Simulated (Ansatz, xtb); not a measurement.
**BrFGeH2Si: which of two structures lies lower**

We compare I, a singlet given by its coordinates, with II, `F[SiH2][Ge][Br]`, a singlet. Both are isolated molecules in the gas phase, relaxed with r2SCAN-D4/def2-SVP; the shapes shown needn't be the lowest conformers.

I (Å):

```xyz
6

Br   -0.3917   -1.4110   -1.2647
F    -1.5398   -0.3430    1.5479
Ge    0.2994    1.2628   -0.9793
Si   -0.1081   -0.3000    0.7771
H     0.7842   -1.2010    1.5630
H     1.8079    0.7511   -0.8749
```

Close contacts (Å): Br1–Ge3 2.78, Br1–Si4 2.34, F2–Si4 1.63, Ge3–Si4 2.39, Ge3–H6 1.60, Si4–H5 1.49.

II (Å):

```
atom    x (Å)    y (Å)    z (Å)
  Br  -2.6514   0.4227   0.7327
   F   1.8295   0.8277  -1.1701
  Ge  -1.0263   2.0855   0.3156
  Si   0.3806   0.2853  -0.6314
   H   0.6428  -0.7539   0.4129
   H  -0.3259  -0.3509  -1.7869
```

Question: Estimate E(II) − E(I) at the level CCSD(T)/def2-SVP + ΔMP2/def2-TZVPP.

Answer: Calculated at CCSD(T)/def2-SVP + ΔMP2/def2-TZVPP: E(II) − E(I) = −13.6 kJ/mol, so structure II lies lower.

Level by level:

```
                             level            geometry  E(II) − E(I) (kJ/mol)  departure from the last row (kJ/mol)  job, with rough time for the two
                          GFN2-xTB            GFN2-xTB                   −38.4                                 −24.8              optimisation, 0.85 s
                         HF/STO-3G            GFN2-xTB                   −68.4                                 −54.9               single point, 1.1 s
      r2SCAN-D4/def2-SVP//GFN2-xTB            GFN2-xTB                   −25.8                                 −12.2               single point, 4.2 s
                r2SCAN-D4/def2-SVP  r2SCAN-D4/def2-SVP                    −5.5                                  +8.0                optimisation, 49 s
                       HF/def2-SVP  r2SCAN-D4/def2-SVP                   −42.4                                 −28.9           part of the CCSD(T) run
                      MP2/def2-SVP  r2SCAN-D4/def2-SVP                   −15.1                                  −1.5           part of the CCSD(T) run
                  CCSD(T)/def2-SVP  r2SCAN-D4/def2-SVP                   −19.4                                  −5.9                      single point
CCSD(T)/def2-SVP + ΔMP2/def2-TZVPP  r2SCAN-D4/def2-SVP                   −13.6                                                      single point, 39 s
```

None of the levels shown reverses the order. The largest departure from CCSD(T)/def2-SVP + ΔMP2/def2-TZVPP is that of HF/STO-3G, 54.9 kJ/mol. The last row adds to CCSD(T) the change of the MP2 difference between the two basis sets, here +5.9 kJ/mol.

With harmonic frequencies from r2SCAN-D4/def2-SVP (ideal gas, rigid rotor, one conformer each, 298.15 K, 1 atm): the zero-point term adds +1.7 kJ/mol; ΔH is −11.0 and ΔG −14.7 kJ/mol.

The correlated steps freeze 24 core orbitals; the filled d shell of Br and Ge is correlated, in a basis made for valence electrons. Mirror images aren't counted in ΔG. Run with Ansatz 0.2.0, xtb 6.7.1; the last row on 2 threads of Intel(R) Xeon(R) Processor @ 2.70GHz on a shared host.
